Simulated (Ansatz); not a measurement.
C$_{5}$H$_{7}$FO$_{2}$ (SMILES C=C(F)C(=O)OCC), singlet, geometry from GFN2-xTB; Ansatz (a first-principles code) with B3LYP5/6-31G.

Here is a job for Ansatz.
Ansatz 0.2 input:
```yaml
crystal:
  periodic: [false, false, false]
  atoms:
    - {symbol: C, position_ang: [2.81484351, 0.10214238, 0.20729221]}
    - {symbol: C, position_ang: [1.57603227, 0.33824942, -0.19638991]}
    - {symbol: F, position_ang: [1.31769639, 1.20613037, -1.19065490]}
    - {symbol: C, position_ang: [0.37459893, -0.31786650, 0.39606849]}
    - {symbol: O, position_ang: [0.43945284, -1.11979645, 1.29496247]}
    - {symbol: O, position_ang: [-0.74744258, 0.08674685, -0.18163158]}
    - {symbol: C, position_ang: [-1.96191225, -0.48166286, 0.31183832]}
    - {symbol: C, position_ang: [-3.11708435, 0.10709106, -0.47434626]}
    - {symbol: H, position_ang: [2.97996800, -0.59826716, 1.00475553]}
    - {symbol: H, position_ang: [3.66018044, 0.59226715, -0.24122343]}
    - {symbol: H, position_ang: [-1.91089698, -1.57044941, 0.19851780]}
    - {symbol: H, position_ang: [-2.04567103, -0.25597186, 1.38092592]}
    - {symbol: H, position_ang: [-3.13956817, 1.18668293, -0.35415745]}
    - {symbol: H, position_ang: [-3.00546371, -0.12126394, -1.53069104]}
    - {symbol: H, position_ang: [-4.05276683, -0.31149520, -0.11565748]}
basis:
  gaussian:
    orbitals: 6-31G
hamiltonian:
  xc: b3lyp5
```

Write the output that Ansatz gives for this input, abridged.


```
Functional definition: B3LYP5
1084 factors; integrals over basis functions are off by at most 2.6e-4 eV
mean field evaluation 1: about -12089.8857 eV, gradient 6.8e1 eV
mean field evaluation 2: about -12075.8257 eV, gradient 1.1e2 eV
mean field evaluation 4: about -12099.2073 eV, gradient 7.8e0 eV
mean field evaluation 8: about -12099.6183 eV, gradient 9.7e-1 eV
mean field evaluation 16: about -12099.6212 eV, gradient 1.0e-4 eV
mean field -12099.62115220 eV, -444.6528759256 hartree, gradient 3.3e-5 eV, S^2 0.000000; 0 other end points of the search recorded, 0 dependent functions left out
reference -12099.62136830 eV, -444.6528838671 hartree; 31, 31 occupied and 55, 55 virtual orbitals, 1084 factors
Total energy: -12099.62136830 eV, -444.6528838671 hartree
```
